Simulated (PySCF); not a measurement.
All values below come from PySCF with ωB97X-D3(BJ)/def2-TZVP // B3LYP-D3(BJ)/def2-TZVP. Isolated molecules, 0 K electronic values unless said otherwise. 

Reference species (SMILES): `[BH2]` (neutral, multiplicity 2).

- highest occupied spin orbital = -8.50 eV

Changed species: `Cl[BH]` (radical fragment; the reference has radical fragment).

What does the change do to the highest occupied spin orbital?

the highest occupied spin orbital is nearly the same.
